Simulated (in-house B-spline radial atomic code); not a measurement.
Zn²⁺. Computed with a B-spline radial atomic code. Model: non-relativistic spherical atom: semilocal Troullier-Martins pseudo-atom, one channel per l, against all electrons, high spin, G0W0 and RPA with empty states to l = 8, local potential for every l without a channel, a model core (radius 0 = none) keeps its share of the functional.

What the tables leave out is listed at the end.

The pseudopotential gives back the lowest level of each angular momentum of its own functional in the configuration it was made in; a second state of the same l is only approximately right. Exact exchange, RPA and GW see the smooth pseudo-orbitals and miss the exchange with the core, for which the functional's share stands in. The column with an uncorrelated core keeps all orbitals and exact exchange, and so separates missing core correlation from pseudisation. Only the three outermost levels and the lowest empty one were computed. RPA here is direct RPA, with no exchange kernel, and its energies carry an (l + 1/2)⁻⁴ tail. A hybrid on a potential with a model core restores only its own semilocal share of the core's exchange.

Command:
```bash
python run_psgw.py task.json out
```
Settings (lengths in bohr, energies in hartree):
```
Z                      30
electrons              28
configuration          [Ar] 3d10
generated_in           [Ar] 3d10 4s2
functional             pbe,pbe
core_shells            5
radius_factor          0.8
core_correction        True
```

Time taken, with all properties: 23 s on 1 thread of Arm Neoverse N1, with other jobs on the host.

Given: made with PBE; model core radius 0.36 bohr; local radius 1.515 bohr; mean-field start PBE0.

Valence shells of the generating configuration: 3d, 4s.

Channel: s 1.714, p 2.456, d 1.349 (radii in bohr).

Computed: largest level miss in the spin-unpolarised generating configuration 0 eV; valence RPA correlation energy all-electron orbitals -0.61643 hartree; all-electron RPA polarisability, core included 2.2237 bohr³; pseudo-atom RPA polarisability 2.8704 bohr³.

```json
{"level": "3d", "occupied": "1", "mean-field all-electron (eV)": "-33.954", "mean-field pseudo minus all (eV)": "1.712", "G0W0 all-electron (eV)": "-40.206", "G0W0 uncorrelated core minus all (eV)": "-0.196", "G0W0 pseudo minus all (eV)": "5.761", "exchange self-energy all-electron (eV)": "-52.669", "exchange self-energy pseudo (eV)": "-33.726"}
{"level": "4s (empty)", "occupied": "0", "mean-field all-electron (eV)": "-21.013", "mean-field pseudo minus all (eV)": "-0.402", "G0W0 all-electron (eV)": "-17.752", "G0W0 uncorrelated core minus all (eV)": "-0.024", "G0W0 pseudo minus all (eV)": "-0.93", "exchange self-energy all-electron (eV)": "-3.4159", "exchange self-energy pseudo (eV)": "-2.2153"}
```

(1) What is the valence RPA correlation energy pseudo?

Results:

(1) -0.86691 hartree.

Among the listed levels the largest G0W0 shift of the pseudo-atom is +5.76 eV, for 3d on the PBE0 start, while leaving the core uncorrelated moves that level by -0.20 eV. So pseudisation and the lost core exchange, not the missing core correlation, make the error. Not in the tables (levels of low weight, unsolved or above zero; the highest and the empty levels are kept at any weight): on PBE, a start not tabulated, the G0W0 levels 3d (pseudo minus all +5.71 eV, weights 0.86 and 0.78), 4s (pseudo minus all -0.70 eV, weights 0.96 and 0.97); no Hartree-Fock pseudo-atom is run with a model core.
